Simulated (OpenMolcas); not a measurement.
## Levels of Ga I by method

* Program: OpenMolcas 26.06
* Basis: ANO-RCC-VQZP [7s6p4d2f1g]
* Scalar Hamiltonian: DKH2, point nucleus
* Active space: 3 electrons in 8 orbitals (4s 4p 5s 5p)
* State averaging: 2S+1 = 4 odd, 1 root (0 in the spin-orbit step); 2S+1 = 2 odd, 3 roots; 2S+1 = 4 even, 3 roots; 2S+1 = 2 even, 5 roots (0 in the spin-orbit step)
* Spin-orbit coupling: RASSI with atomic mean-field integrals over the reference wave functions, term energies averaged over their components

Methods on the same reference wave functions:
A. CASSCF
B. SS-CASPT2, IPEA 0.25 Eh, imaginary shift 0.1 Eh (closed shells correlated: 3d)
C. XMS-CASPT2, IPEA 0.25 Eh, imaginary shift 0.1 Eh (closed shells correlated: 3d)

Energies in cm-1 above 4s2 4p 2P* 1/2, the measured ground level; measured values from NIST Handbook of Basic Atomic Spectroscopic Data.

| Level | A | B | C | Measured |
| --- | --- | --- | --- | --- |
| 4s2 4p 2P* 1/2 | 0.0 | 0.0 | 0.0 | 0.0 |
| 4s2 4p 2P* 3/2 | 630 | 630 | 630 | 826 |
| 4s 4p2 4P 1/2 | 32287 | 36550 | 36660 |  |
| 4s 4p2 4P 3/2 | 32580 | 36850 | 36950 |  |
| 4s 4p2 4P 5/2 | 33067 | 37330 | 37440 |  |

Between B and C the level of the table that moves most is 4s 4p2 4P 1/2, by 110 cm-1 (lowest in B, highest in C). Moves below CASPT2's spread within the term are not significant.

The lowest spin-free term lies below A's lowest term by 0.468 hartree in B, 0.470 hartree in C.

Term energies are means over components that CASPT2 splits; among the terms shown or strongly mixed into the levels shown the widest spread is 17 cm-1 (4s2 4p 2P*, C). Some high roots are left out of the spin-orbit mixing, which shifts the levels that they would mix with. Active for correlation alone: 5p 5s; no level in the range computed is led by a configuration that fills them, so any true level of that kind is missing. Terms of s pⁿ other than that of highest spin mix with s² pⁿ⁻² d, which this space lacks; all of them can be thousands of cm-1 off, and some have no real level of that name. Without dynamic correlation excited terms often stand tens of per cent too high (terms of higher spin than the ground term too low), and those without a measured partner can miss by more than the paired ones (holds for A). Only configurations of the active space appear.

* marks odd parity.
